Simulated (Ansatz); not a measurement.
CH4BClOSi, SMILES `ClB1CO[SiH2]1`, relaxed with RKS PBE-D4/def2-SVP in Ansatz 0.2.0 from a rough embedded geometry. The force threshold is 0.03 eV/Å; the program also tests the step.

Charge 0, multiplicity 1.

Start:

```xyz
9

Cl   -2.408   -0.858   -0.929
B    -0.800   -0.615   -0.187
C     0.652   -0.415   -0.789
O     1.326    0.542    0.088
Si   -0.123    0.668    1.079
H     1.269   -1.371   -0.756
H     0.668   -0.017   -1.830
H    -0.728    1.966    0.967
H     0.143    0.099    2.356
```

```tsv
step	energy (eV)	largest force (eV/Å)	largest move (Å)
1	-24202.5264	1.653	0.000
2	-24203.0981	1.132	0.195
3	-24203.1934	0.887	0.165
4	-24203.2132	0.498	0.051
5	-24203.2318	0.087	0.083
6	-24203.2334	0.030	0.025
```

End:

```xyz
9

Cl   -2.271   -1.263   -0.984
B    -0.868   -0.462   -0.337
C     0.627   -0.424   -0.874
O     1.245    0.436    0.129
Si   -0.134    0.726    1.126
H     1.125   -1.425   -0.910
H     0.736    0.008   -1.900
H    -0.501    2.186    1.214
H     0.042    0.218    2.537
```

It took 8.5 s on 4 threads of an Arm Neoverse V1 on a shared host, with 0.18 GiB of host memory at the peak.
